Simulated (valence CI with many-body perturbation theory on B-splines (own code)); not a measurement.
Rh13+: electric-dipole lines

Method: valence CI with perturbative core correlation (CI+MBPT): four valence electrons over a frozen Dirac-Fock core [Ar] 3d10, a basis of 11 s, 11 p, 10 d, 8 f, 5 g, 2 h functions for each j, with the one-electron correlation potential Σ1, the two-electron term Σ2, the three-electron term Σ3, Breit, model QED; selected CI, second order for the rest, scaled by the run's own slope (own B-spline code, finite nucleus).

No measured spectrum was set against this ion. As an estimate, levels hold to about 250 cm⁻¹ or 0.2 % of their energy and the worst to 1 %, as in measured heavy ions of charge 2 to 7; those with d or f electrons hold less well. Among the levels kept, up to 600 cm⁻¹ of a level comes from second order outside the variational space, and about a tenth of that is noise between levels of different J, which matters for small intervals.

Lines 51 to 100 of 554 in falling wavelength, among levels below 1236700 cm⁻¹, chosen from the strongest by gf and those to the six lowest levels. Wavelengths and rates use the calculated energies, so an error of 800 cm⁻¹ moves a line at 35.64 nm by 0.29 % and its rate by three times that or more. Electric multipoles are in the length gauge with retardation, E1 and E2 with the static RPA response of the core. Weak lines are less certain than strong ones. Lines between different terms over intervals too small for the method are left out, as are lines whose strength nearly cancels. Where a level lies close to another of its J and parity, the split of strength between their lines is uncertain. The highest levels of a list are the least certain.

Names give the largest LS component (configuration and term), which can be under half, so a name can repeat, a term be missing and a line seem to break the LS rules; names also repeat where a configuration has a term twice. Letters in brackets count levels of one name in rising energy.

```
λ vac (nm)             Upper             Lower   A (s⁻¹)  log gf  Branch %
     35.64       4p³4d ¹G°_4      4s4p²4d ¹G_4  5.39e+09   -0.03      36.3
     35.30   4p³4d ¹F°_3 [b]      4s4p²4d ¹F_3  2.68e+09   -0.46       2.4
     35.17       4s4p³ ³P°_1       4s²4p² ¹D_2  2.46e+07   -2.86       0.2
     35.17   4p³4d ³F°_4 [a]      4s4p²4d ³G_5  3.02e+09   -0.30      23.7
     35.13   4p³4d ³P°_2 [a]  4s4p²4d ³D_3 [c]  2.40e+09   -0.65       3.9
     34.85   4p³4d ¹F°_3 [c]      4s4p²4d ¹F_3  4.16e+09   -0.28       3.4
     34.82   4p³4d ³F°_4 [b]  4s4p²4d ³F_4 [c]  4.85e+09   -0.10      20.3
     34.79       4p³4d ¹G°_4  4s4p²4d ³D_3 [a]  2.10e+09   -0.46      14.2
     34.77   4p³4d ¹F°_3 [a]  4s4p²4d ¹D_2 [b]  3.78e+09   -0.32       9.6
     34.67       4s4p³ ³D°_1       4s²4p² ³P_1  7.16e+07   -2.41       1.0
     34.63          4p⁴ ¹S_0       4s4p³ ¹P°_1  1.57e+10   -0.55      71.8
     34.59       4s4p³ ³P°_2       4s²4p² ¹D_2  1.13e+08   -1.99       1.0
     34.52   4p³4d ³P°_2 [c]  4s4p²4d ³D_3 [d]  4.17e+09   -0.43      10.2
     34.48       4p³4d ³G°_3      4s4p²4d ³G_3  1.51e+09   -0.72       7.4
     34.43   4p³4d ¹D°_2 [b]  4s4p²4d ¹D_2 [a]  2.46e+09   -0.66       1.8
     34.39       4p³4d ³G°_5      4s4p²4d ³G_5  5.78e+09    0.05      49.8
     34.34       4p³4d ³G°_4      4s4p²4d ³G_4  1.42e+09   -0.65       8.3
     34.25       4s4p³ ³D°_2       4s²4p² ³P_1  4.07e+09   -0.45      97.5
     34.24       4s4p³ ³D°_3       4s²4p² ³P_2  2.30e+09   -0.55      68.8
     33.88   4p³4d ³F°_4 [a]      4s4p²4d ³G_4  1.20e+09   -0.73       9.4
     33.82       4p³4d ⁵D°_2      4s4p²4d ⁵P_2  2.51e+09   -0.67       6.9
     33.73   4p³4d ³D°_3 [b]  4s4p²4d ³D_3 [c]  2.04e+09   -0.61       4.5
     33.62   4p³4d ³F°_2 [a]  4s4p²4d ³F_3 [a]  2.51e+09   -0.67      12.6
     33.62       4p³4d ⁵D°_4      4s4p²4d ⁵P_3  1.80e+09   -0.56       5.8
     33.43   4p³4d ³P°_2 [a]  4s4p²4d ³P_1 [b]  2.81e+09   -0.63       4.5
     33.30       4s4p³ ³S°_1       4s²4p² ¹S_0  1.10e+09   -1.26       1.5
     33.25      4s4p²4d ³G_5     4s²4p4d ³F°_4  5.21e+09   -0.02     100.0
     33.24   4p³4d ³F°_4 [b]  4s4p²4d ³D_3 [c]  1.53e+09   -0.64       6.4
     33.17       4p³4d ⁵D°_2      4s4p²4d ⁵P_3  2.32e+09   -0.72       6.4
     33.15       4p³4d ³G°_5      4s4p²4d ³G_4  1.51e+09   -0.56      13.0
     33.03   4p³4d ¹D°_2 [a]  4s4p²4d ³D_3 [b]  3.56e+09   -0.54      13.3
     33.03   4p³4d ³P°_2 [c]  4s4p²4d ³S_1 [b]  2.23e+09   -0.74       5.5
     32.95       4p³4d ³G°_3  4s4p²4d ³F_4 [a]  2.97e+09   -0.47      14.4
     32.79   4p³4d ³D°_3 [c]  4s4p²4d ³F_4 [b]  5.09e+09   -0.24       3.3
     32.77   4p³4d ³D°_3 [b]  4s4p²4d ³D_2 [c]  1.77e+09   -0.70       3.9
     32.65          4p⁴ ³P_1       4s4p³ ³P°_2  5.44e+09   -0.58      21.7
     32.48          4p⁴ ³P_2       4s4p³ ³D°_3  9.66e+09   -0.12      45.3
     32.48  4s4p²4d ¹D_2 [b]     4s²4p4d ¹P°_1  5.40e+09   -0.37      13.4
     32.45  4s4p²4d ³D_3 [c]     4s²4p4d ³D°_2  2.73e+09   -0.52       6.3
     32.41  4s4p²4d ³D_3 [a]     4s²4p4d ³P°_2  3.30e+09   -0.44       6.9
     32.32  4s4p²4d ³F_4 [b]     4s²4p4d ³D°_3  1.77e+09   -0.60       1.0
     32.23   4p³4d ³D°_3 [a]  4s4p²4d ³F_4 [a]  3.89e+09   -0.37      18.3
     32.15      4s4p²4d ¹G_4     4s²4p4d ³F°_4  2.10e+09   -0.53      13.0
     32.09   4p³4d ³P°_2 [c]  4s4p²4d ³P_2 [b]  4.10e+09   -0.50      10.1
     31.94  4s4p²4d ³F_3 [c]     4s²4p4d ¹D°_2  3.40e+09   -0.44       2.4
     31.91   4p³4d ³P°_2 [b]  4s4p²4d ³F_3 [b]  5.11e+09   -0.41       5.2
     31.89       4p³4d ⁵D°_2  4s4p²4d ³F_3 [a]  3.70e+09   -0.55      10.2
     31.88       4p³4d ³G°_4  4s4p²4d ³F_4 [a]  4.27e+09   -0.23      25.0
     31.84       4p³4d ³G°_3  4s4p²4d ³P_2 [a]  1.96e+09   -0.68       9.5
     31.74   4p³4d ³D°_3 [c]  4s4p²4d ³F_3 [c]  2.75e+09   -0.54       1.8
```

How does gf follow from A for the line at 33.25 nm?

gf = 1.4992 × (2J+1)_upper × A / σ², with σ = 300726 cm⁻¹ and 2J+1 = 11: gf = 0.950.
